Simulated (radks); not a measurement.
Values are calculated unless marked as measured or tabulated.
Q: Radial electron density D(r) = 4 pi r^2 rho(r) of an atom or ion with 12 electrons. Level of theory: Dirac Kohn-Sham, LB94 model potential, spin-unpolarised, spherical densities, finite nucleus; Fermi nuclear charge, rms radius of each element as measured or else 0.836 A^(1/3) + 0.57 fm (a radial shooting solver on a logarithmic mesh with Libxc functionals).

```
   r/bohr * D(r) (the largest magnitude, 45.9, reaches the edge; | marks zero)
 0.001475 |*
 0.001845 | *
  0.00229 | *
 0.002865 |  *
 0.003556 |    *
 0.004449 |      *
 0.005521 |         *
 0.006908 |             *
 0.008573 |                  *
  0.01073 |                        *
  0.01342 |                               *
  0.01665 |                                      *
  0.02083 |                                             *
  0.02586 |                                                 *
  0.03235 |                                                  *
  0.04015 |                                               *
  0.05023 |                                          *
  0.06234 |                                      *
  0.07799 |                                        *
  0.09758 |                                              *
   0.1211 |                                                     *
   0.1515 |                                                      *
    0.188 |                                            *
   0.2352 |                           *
    0.292 |              *
   0.3653 |        *
   0.4533 |      *
   0.5672 |    *
   0.7096 | *
   0.8806 *
    1.102 *
    1.367 *
```

What is the nuclear charge?

A: Z = 34. The innermost maximum, from 1s, lies near gamma/Z bohr with gamma = sqrt(1 - (Z/c)^2) = 0.969, here 0.0285 bohr (found: 0.0303), and its height grows with Z. The density is that of the selenium ion Se22+ in [Ne] 3s2; the configuration itself is not fixed sharply by these data, and Z only to about a unit. D(r) has 2 maxima, at r = 0.0303, 0.138 bohr, and minima at 0.0670 bohr, inside which lie 2.14 electrons.
